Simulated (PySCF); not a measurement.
F3Ga, SMILES [F][Ga]([F])[F] (connectivity only; charge and spin as stated), charge +1, multiplicity 2.

Coordinates come from a PBE-D3(BJ)/def2-SVP optimisation. The spin state was assumed, not searched. The isomer is the one that the SMILES or the coordinates give; other isomers of the formula were not compared.

Method: PySCF with PBE-D3(BJ)/def2-SVP.

Frequencies are harmonic and unscaled.

Modes within 1.5 cm⁻¹ of each other (mostly degenerate sets) share a row, with their intensities summed.

Computed vibrational spectrum:
```
mode  ν (cm⁻¹)  IR (km/mol)  moving atoms (share of kinetic energy)
----  --------  -----------  --------------------------------------
1–2         47          5.2                         F 80 %, Ga 20 %
3          144         30.7                         F 55 %, Ga 45 %
4–5        568         64.5                         F 75 %, Ga 25 %
6          587          0.0                                 F 100 %
```
